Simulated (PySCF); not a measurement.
## Spin-rotation constants: SMILES CC(C)(C)OC1CC1, C7H14O

Geometry:
```tsv
atom	x (Å)	y (Å)	z (Å)
C1	-1.004	1.342	-0.006
C2	-0.934	-0.169	0.235
C3	-1.679	-0.527	1.524
C4	-1.564	-0.916	-0.950
O5	0.406	-0.613	0.475
C6	1.370	-0.320	-0.484
C7	2.794	-0.443	-0.046
C8	2.225	0.911	-0.356
H9	-0.561	1.876	0.832
H10	-2.042	1.649	-0.105
H11	-0.472	1.615	-0.914
H12	-1.203	-0.036	2.368
H13	-2.716	-0.211	1.464
H14	-1.639	-1.600	1.685
H15	-1.428	-1.988	-0.826
H16	-1.113	-0.613	-1.892
H17	-2.628	-0.699	-0.996
H18	1.126	-0.654	-1.490
H19	2.964	-0.687	0.991
H20	3.507	-0.881	-0.728
H21	2.542	1.412	-1.258
H22	2.039	1.572	0.476
```

Theory: PySCF 2.14.0, GIAO B3LYP/pcSseg-1 magnetisability, rotational g tensor and spin-rotation constants, non-relativistic, gas phase. Geometry: GFN2-xTB.

Q: Give the nuclear spin-rotation constants along the inertial axes (H = +C I·J) beside the isotropic shieldings.

A: Rotational constants 3.6396, 1.2900, 1.2522 GHz. A star marks the isotopologue with that one atom substituted, in its own axes.
| atom | isotope | Caa (kHz) | Cbb (kHz) | Ccc (kHz) | mean (kHz) | σ (ppm) |
| --- | --- | --- | --- | --- | --- | --- |
| H9 | 1H | -0.378 | -0.124 | 0.001 | -0.167 | 30.7 |
| H10 | 1H | 0.009 | -0.112 | -0.150 | -0.084 | 30.9 |
| H11 | 1H | -0.210 | -0.111 | -0.052 | -0.124 | 29.9 |
| H12 | 1H | -0.359 | -0.142 | 0.017 | -0.162 | 30.6 |
| H13 | 1H | 0.025 | -0.125 | -0.143 | -0.081 | 31.0 |
| H14 | 1H | -0.420 | 0.047 | -0.142 | -0.172 | 30.4 |
| H15 | 1H | -0.424 | 0.036 | -0.138 | -0.175 | 30.7 |
| H16 | 1H | -0.241 | -0.122 | -0.034 | -0.132 | 30.0 |
| H17 | 1H | 0.060 | -0.141 | -0.139 | -0.073 | 30.9 |
| H18 | 1H | -0.355 | -0.133 | 0.045 | -0.147 | 28.6 |
| H19 | 1H | -0.394 | -0.117 | -0.014 | -0.175 | 31.2 |
| H20 | 1H | -0.164 | -0.118 | -0.096 | -0.126 | 31.3 |
| H21 | 1H | -0.329 | -0.080 | -0.080 | -0.163 | 31.5 |
| H22 | 1H | -0.393 | -0.100 | -0.035 | -0.176 | 31.4 |
| C1 | 13C* | 0.681 | 0.185 | 0.214 | 0.360 | 152.0 |
| C2 | 13C* | 0.706 | 0.331 | 0.344 | 0.460 | 102.7 |
| O5 | 17O* | -0.578 | -0.184 | -0.133 | -0.298 | 232.1 |
| C6 | 13C* | 0.726 | 0.275 | 0.220 | 0.407 | 132.6 |
| C7 | 13C* | 0.492 | 0.220 | 0.108 | 0.274 | 175.6 |

For the geometry as given, no vibrational averaging.

Q: How do the rotational constants and the g tensor change when H9, H10, H11, H12, H13, H14, H15, H16, H17, H18, H19, H20, H21, H22 are replaced by deuterium?

A: Constants 2.7584, 1.0614, 1.0359 GHz; g 0.0009, -0.0003, 0.0017, against 0.0012, -0.0002, 0.0020 before.
